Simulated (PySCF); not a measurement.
Correlation energy of Zr (zirconium, neutral)

[Kr] 4d2 5s2, high-spin 3F determinant. Computed with PySCF 2.14 in x2c-QZVPPall, with the spin-free X2C one-electron Hamiltonian (Gaussian nucleus). Frozen: [Kr]; 4 electrons correlated.

```tsv
level	correlation energy (mhartree)
CCSD	-58.83
(T)	-3.22
CCSD(T)	-62.05
```

Diagnostics: T1 = 0.030, D1 = 0.0753, largest double amplitude 0.073.

T1 exceeds 0.03, a sign that the reference determinant is poor.

Cost of the coupled-cluster step: about 28 core-seconds, for 4 correlated electrons.

Iterations:

```
CC2 = 0
CCSD nocc = (np.int64(3), np.int64(1)), nmo = (93, 93)
frozen orbitals [[0, 1, 2, 3, 4, 5, 6, 7, 8, 9, 10, 11, 12, 13, 14, 15, 16, 17], [0, 1, 2, 3, 4, 5, 6, 7, 8, 9, 10, 11, 12, 13, 14, 15, 16, 17]]
max_cycle = 100
direct = 0
conv_tol = 1e-08
conv_tol_normt = 1e-06
diis_space = 8
diis_start_cycle = 0
Init t2, MP2 energy = -0.0467990339251069
Init E_corr(UCCSD) = -0.0467990339311746
cycle = 1  E_corr(UCCSD) = -0.0533290203194157  dE = -0.00652998639  norm(t1,t2) = 0.0699318
cycle = 2  E_corr(UCCSD) = -0.0561664071265872  dE = -0.00283738681  norm(t1,t2) = 0.0341987
cycle = 3  E_corr(UCCSD) = -0.0586091188847632  dE = -0.00244271176  norm(t1,t2) = 0.0190529
cycle = 4  E_corr(UCCSD) = -0.0587241983095633  dE = -0.000115079425  norm(t1,t2) = 0.00495432
cycle = 5  E_corr(UCCSD) = -0.0587788433125279  dE = -5.4645003e-05  norm(t1,t2) = 0.00274585
cycle = 6  E_corr(UCCSD) = -0.0588352902108462  dE = -5.64468983e-05  norm(t1,t2) = 0.00141164
cycle = 7  E_corr(UCCSD) = -0.0588195353214532  dE = 1.57548894e-05  norm(t1,t2) = 0.000476384
cycle = 8  E_corr(UCCSD) = -0.0588305998926819  dE = -1.10645712e-05  norm(t1,t2) = 0.000119208
cycle = 9  E_corr(UCCSD) = -0.0588273397334424  dE = 3.26015924e-06  norm(t1,t2) = 4.76726e-05
cycle = 10  E_corr(UCCSD) = -0.0588276837287774  dE = -3.43995335e-07  norm(t1,t2) = 2.17497e-05
cycle = 11  E_corr(UCCSD) = -0.0588276158176377  dE = 6.79111397e-08  norm(t1,t2) = 8.27583e-06
cycle = 12  E_corr(UCCSD) = -0.05882756046109  dE = 5.53565478e-08  norm(t1,t2) = 2.9323e-06
cycle = 13  E_corr(UCCSD) = -0.0588275498398743  dE = 1.06212156e-08  norm(t1,t2) = 1.18436e-06
cycle = 14  E_corr(UCCSD) = -0.058827564495444  dE = -1.46555696e-08  norm(t1,t2) = 4.50223e-07
cycle = 15  E_corr(UCCSD) = -0.0588275637835333  dE = 7.11910648e-10  norm(t1,t2) = 9.62499e-08
UCCSD converged
E(UCCSD) = -3596.284913082829  E_corr = -0.05882756378353333
UCCSD(T) correction = -0.00322046407039551
```
